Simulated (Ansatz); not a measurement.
Cartesian coordinates in Å:
```
C 1.091 -0.951 0.972
O -0.010 -0.689 0.129
Nb -0.878 0.650 -0.759
F 0.356 1.918 -0.111
F -2.193 1.548 0.185
F -0.273 1.035 -2.465
F -2.199 -0.448 -1.504
H 1.627 -0.020 1.175
H 1.753 -1.661 0.475
H 0.725 -1.382 1.905
```

Charge 0, multiplicity 1. Nb: def2 effective core potential.

**Question.** List the ωB97M-V/def2-TZVPP orbital energies in eV (Ansatz 0.2.0). (Estimate.)

**Answer.** Ansatz gave: Occupied: -677.95, -677.95, -677.37, -677.33, -527.90, -283.81, -71.69, -46.25, -46.18, -46.15, -35.73, -35.45, -35.10, -34.39, -31.98, -22.81, -17.37, -17.08, -16.95, -16.93, -16.67, -16.22, -15.97, -15.61, -15.26, -14.99, -14.53, -14.44, -14.35, -14.21, -13.96, -12.47, -12.45. Lowest empty: -0.44, -0.26, 0.89, 0.90, 0.93, 1.54, 1.58, 1.74.
